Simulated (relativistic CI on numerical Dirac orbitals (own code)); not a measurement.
# Re²⁺ (5d5) in a crystal field

Calculated by Dirac-Coulomb-Breit CI, separate exchange-only KLI orbitals for each configuration, model QED (radiative potential, 1s self-energy scaled to tabulated hydrogen-like ionisation energies), valence Slater integrals scaled by 0.7, one configuration in a parametric crystal field (own radial code).

Field parameters in Wybourne normalisation: D4h B²₀ = −7Ds, B⁴₀ = 21(Dq − Dt), B⁴₄ = 21√(5/14) Dq. The field is a parameter set, without covalency.

S is read from ⟨S²⟩ = S(S + 1).

Powder χT (cm³ K mol⁻¹) by Van Vleck's formula, with temperature-independent terms:

```tsv
Field	2 K	5 K	10 K	20 K	50 K	100 K	200 K	300 K
D4h, 10Dq = 28700, Ds = -1500, Dt = 790 cm⁻¹	0.533	0.534	0.536	0.538	0.546	0.56	0.587	0.614
D4h, 10Dq = 28700, Ds = -1090, Dt = 790 cm⁻¹	0.527	0.528	0.529	0.532	0.54	0.554	0.582	0.609
D4h, 10Dq = 28700, Ds = -680, Dt = 790 cm⁻¹	0.519	0.519	0.521	0.524	0.532	0.546	0.575	0.603
D4h, 10Dq = 28700, Ds = -270, Dt = 790 cm⁻¹	0.508	0.508	0.51	0.513	0.522	0.537	0.566	0.596
D4h, 10Dq = 28700, Ds = 140, Dt = 790 cm⁻¹	0.494	0.495	0.497	0.5	0.509	0.525	0.556	0.587
D4h, 10Dq = 28700, Ds = 550, Dt = 790 cm⁻¹	0.48	0.481	0.482	0.486	0.495	0.512	0.545	0.577
D4h, 10Dq = 28700, Ds = 950, Dt = 790 cm⁻¹	0.468	0.469	0.47	0.474	0.484	0.501	0.536	0.57
D4h, 10Dq = 28700, Ds = 1360, Dt = 790 cm⁻¹	0.465	0.466	0.468	0.471	0.482	0.499	0.535	0.57
```

(1) For D4h, 10Dq = 28700, Ds = -270, Dt = 790 cm⁻¹: what effective moment follows at 300 K?

Results:

(1) μ_eff = √(8χT) = 2.18 μB. The ground level has S = 0.60; the spin-only moment for S = 1/2 is 1.73 μB. The difference comes from the orbital moment, spin-orbit mixing of terms and temperature-independent paramagnetism, all larger in this ionic model than in covalent complexes.
